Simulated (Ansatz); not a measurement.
`C=[CH][Sn]([F])([F])[F]` → `[F][Sn][F]` + `C=CF` at 600 K and 1 bar (stannylene formation by 1,1-elimination).

Gas-phase electronic energies from Ansatz, PBE0-D4/def2-TZVP geometries. CCSD(T)/CBS is the MP2 limit (def2-TZVPP, def2-QZVPP) plus CCSD(T) − MP2 in def2-TZVPP, frozen cores. def2 core potentials past Kr. For Sn outer-core shells are correlated without core-valence functions, which leaves a few kJ/mol of doubt a bond. One conformer a species, not always the lowest.

```json
{"species": "`C=[CH][Sn]([F])([F])[F]`", "CCSD(T)/CBS energy (Eh)": "-591.39224", "H − E (kJ/mol)": "191.4", "S (J/(mol·K))": "479.9"}
{"species": "`[F][Sn][F]`", "CCSD(T)/CBS energy (Eh)": "-413.70076", "H − E (kJ/mol)": "36.7", "S (J/(mol·K))": "319.0"}
{"species": "`C=CF`", "CCSD(T)/CBS energy (Eh)": "-177.66469", "H − E (kJ/mol)": "146.9", "S (J/(mol·K))": "296.5"}
```

H − E and S are ideal-gas, rigid-rotor, harmonic terms from PBE0-D4/def2-TZVP, for one conformer and one mirror image of each species. 1 Eh = 2625.50 kJ/mol, R = 8.31446 J/(mol·K).

Q: By hand: ΔE, ΔH, ΔS and ΔG.

A: ΔE = (-413.70076) + (-177.66469) − (-591.39224) = 0.02679 Eh = 70.3 kJ/mol. Δ(H − E) = 36.7 + 146.9 − 191.4 = -7.8, so ΔH = 62.5 kJ/mol. ΔS = 319.0 + 296.5 − 479.9 = 135.6 J/(mol·K). ΔG = 62.5 − 600 × (135.6)/1000 = -18.9 kJ/mol.

Q: By hand: the equilibrium constant, and the temperature at which ΔG would vanish if ΔH and ΔS stayed fixed.

A: log₁₀ K = −ΔG/(RT ln 10) = 1.6. ΔG = 0 at ΔH/ΔS = 461 K.

The number of gas molecules changes by +1, which sets the sign of ΔS. A doubt of 5 kJ/mol in ΔE shifts log₁₀ K by 0.4 here. Other conformers and mirror images would add mixing entropy, several J/(mol·K) or more a flexible species. Modes under 60 cm⁻¹, often nearly free rotors, make the harmonic entropy too high. These are equilibria of isolated gas molecules and say nothing of rates. Largest T1 diagnostic: 0.017 (customary marks: 0.02 for closed shells, 0.045 for open ones).
